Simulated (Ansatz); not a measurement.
Reactions of AlH₅O₂Si (`O[SiH2][O][AlH2]`).

Program: Ansatz. Geometries: PBE0-D4/def2-TZVP. ΔE: electronic, gas phase. CCSD(T)/CBS is the MP2 limit (def2-TZVPP, def2-QZVPP) plus CCSD(T) − MP2 in def2-TZVPP, frozen cores. This one scheme is used for every species. DFT in def2-TZVPP. def2 core potentials past Kr. For Te outer-core shells are correlated without core-valence functions, which leaves a few kJ/mol of doubt a bond. Each species was taken in one conformer, which may not be the lowest.

```json
{"reaction": "`O[SiH2][O][AlH2]` + `O[SiH2][SiH3]` → `O[SiH2]O[SiH2][SiH3]` + `[OH][AlH2]`", "HF/CBS(def2) (eV)": "0.09", "r2SCAN-D4 (eV)": "0.03", "PBE0-D4 (eV)": "0.02", "ωB97X-V (eV)": "0.02", "CCSD(T)/CBS(def2) (eV)": "0.02"}
{"reaction": "`O[SiH2][O][AlH2]` + `CO[SiH2][SiH3]` → `C[O][AlH2]` + `O[SiH2]O[SiH2][SiH3]`", "HF/CBS(def2) (eV)": "0.16", "r2SCAN-D4 (eV)": "0.09", "PBE0-D4 (eV)": "0.08", "ωB97X-V (eV)": "0.10", "CCSD(T)/CBS(def2) (eV)": "0.11"}
{"reaction": "`O[SiH2][O][AlH2]` → `[OH][Al]([OH])[SiH3]`", "HF/CBS(def2) (eV)": "1.11", "r2SCAN-D4 (eV)": "0.65", "PBE0-D4 (eV)": "0.55", "ωB97X-V (eV)": "0.72", "CCSD(T)/CBS(def2) (eV)": "0.71"}
{"reaction": "`O[SiH2][O][AlH2]` + H₂Te → `O[SiH2][TeH]` + `[OH][AlH2]`", "HF/CBS(def2) (eV)": "1.02", "r2SCAN-D4 (eV)": "0.69", "PBE0-D4 (eV)": "0.60", "ωB97X-V (eV)": "0.75", "CCSD(T)/CBS(def2) (eV)": "0.71"}
```

Largest T1 diagnostic: 0.013, for `[OH][Al]([OH])[SiH3]`.
